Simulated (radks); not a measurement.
Task: These are the eigenvalues of the occupied orbitals of an atom or ion with whole-number occupations (hartree). All-electron calculation, scalar-relativistic Kohn-Sham, SCAN, spin-unpolarised, spherical densities, finite nucleus; meta-GGA in the generalised Kohn-Sham scheme; Fermi nuclear charge, rms radius of each element as measured or else 0.836 A^(1/3) + 0.57 fm. Program: a radial shooting solver on a logarithmic mesh with Libxc functionals.

orbital  eigenvalue
1s        -3241.049
2s        -581.2643
2p        -498.6645
3s        -140.4369
3p        -116.6224
3d        -92.24170
4s        -32.45850
4p        -24.61905
4d        -15.49882
5s         -5.92862
4f         -5.47044
5p         -3.76370
5d         -1.32466
6s         -0.93827
6f         -0.06230

Which element is it, and in what charge state? The configuration may be excited.

Result: Z = 82, lead, charge +1: Pb+ in [Hg] 6f1. The list shows which subshells hold electrons but not how many an open one holds; the 1s level, -3241 hartree, gives Z - s = 80.5 by -(Z - s)^2/2, which with screening and relativity narrows Z to a few neighbours, and the depths of the outer levels then fix element, charge and occupations together.
